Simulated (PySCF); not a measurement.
**Solvent effects on NMR parameters**

Numbering as in the mapped SMILES `[CH2:1]=[CH:2][O:3][SiH2:4][C:5](=[O:6])[OH:7]`. Each H is labelled by its parent atom. Ha(C1) is cis to O3; Hb(C1) is trans to O3.

GIAO PBE0/pcSseg-1 in PySCF on one PBE0-D3(BJ)/def2-SVP conformer, non-relativistic, equivalent nuclei averaged. Solvents enter as an IEF-PCM continuum (chloroform with ε = 4.7, methanol with ε = 32.6) around the gas-phase geometry. Shifts are referred to TMS computed in the same medium.

Gas phase, δ in ppm: C5 184.1, C2 154.3, C1 102.3, Si4 -45.4, H(C2) 7.52, H(O7) 6.28, H(Si4) 5.00, Ha(C1) 4.93, Hb(C1) 4.57. Dipole moment 1.87 D.

(1) How does each δ change in the continuum?

(2) Which of the listed nuclei move most (in ppm), and what does the model miss? (N and O are left out, as their reference compounds move with the solvent too.)

Results:

(1) 
```tsv
atoms	environment	Δδ, chloroform	Δδ, methanol
C5	carbonyl carbon	+2.9	+3.9
C2	alkene carbon bearing oxygen	+1.6	+2.2
C1	β carbon of an enol-ether or enamine type C=C	-0.2	-0.1
Si4	silicon bonded to C, O, 2 H	+1.9	+2.6
H(C2)	hydrogen on an alkene carbon bearing oxygen	+0.04	+0.05
H(O7)	hydrogen on an acid hydroxyl oxygen	+0.72	+0.98
H(Si4)	hydrogen on a silicon bonded to C, O	+0.04	+0.05
Ha(C1)	hydrogen on a β carbon of an enol-ether or enamine type C=C	+0.03	+0.04
Hb(C1)	hydrogen on a β carbon of an enol-ether or enamine type C=C	+0.11	+0.16
```

Changes are relative to the gas phase. The dipole moment becomes 2.27 D in chloroform, 2.41 D in methanol.

(2) C5 (carbonyl carbon, +3.9 ppm) in methanol. A continuum only polarises the solute; specific hydrogen bonds, the anisotropy of aromatic solvents and changes of geometry or conformer are outside it.
